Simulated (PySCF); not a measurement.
In(Br)2(OMe) (CH₃Br₂InO), SMILES C[O][In]([Br])[Br].

Geometry optimised at PBE0-D3(BJ)/def2-SVP. The def2 effective core potentials stand for the cores of In; spin–orbit coupling is left out. Other conformers were not sampled.

All values below come from TDDFT-PBE/def2-SVPD run with PySCF.

Vertical excitations. 

```csv
state,energy (eV),λ (nm),f,main pairs
S1,3.09,401,0.002,HOMO→LUMO 100 %
S2,3.82,325,0.043,"HOMO−1→LUMO 77 %, HOMO−2→LUMO 13 %"
S3,3.91,317,0.023,HOMO−2→LUMO 85 %
S4,3.96,313,0.000,HOMO−3→LUMO 100 %
S5,4.10,302,0.001,HOMO−4→LUMO 99 %
S6,4.34,286,0.019,HOMO−5→LUMO 100 %
S7,4.92,252,0.006,HOMO−1→LUMO+1 96 %
S8,4.94,251,0.136,HOMO→LUMO+1 81 %
S9,5.18,239,0.000,HOMO−2→LUMO+1 100 %
S10,5.33,233,0.006,"HOMO−3→LUMO+1 73 %, HOMO−6→LUMO 27 %"
T1,2.82,439,0,HOMO→LUMO 100 %
T2,3.20,387,0,HOMO−1→LUMO 99 %
T3,3.59,345,0,HOMO−2→LUMO 100 %
T4,3.70,335,0,HOMO−3→LUMO 100 %
```
Triplets are in the Tamm–Dancoff approximation, which puts them higher than full response would, so one can lie above its singlet here.
